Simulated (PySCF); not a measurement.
Si(Me)2(OH)(PH2) (C2H9OPSi), SMILES C[Si](C)(O)P.

The structure is a stationary point at B3LYP-D3(BJ)/def2-SVP. The values are those of a single conformer.

Vertical ionisation energy (IE) and electron affinity (EA) in eV. Rows of orbital energies are one-electron estimates. Where ΔSCF, EOM or ADC give a negative EA the extra electron is unbound and the value depends on the basis.

| level | IE | EA |
|---|---|---|
| −ε(HOMO), −ε(LUMO), PBE0/def2-TZVP (PySCF) | ? | ? |
| −ε(HOMO), −ε(LUMO), PBE/def2-TZVP (PySCF) | 6.05 | 0.51 |

Fill in the missing entries. (Estimate from the structure and the level; the computed values follow.)


- −ε(HOMO), −ε(LUMO), PBE0/def2-TZVP (PySCF), IE: 7.16
- −ε(HOMO), −ε(LUMO), PBE0/def2-TZVP (PySCF), EA: -0.35
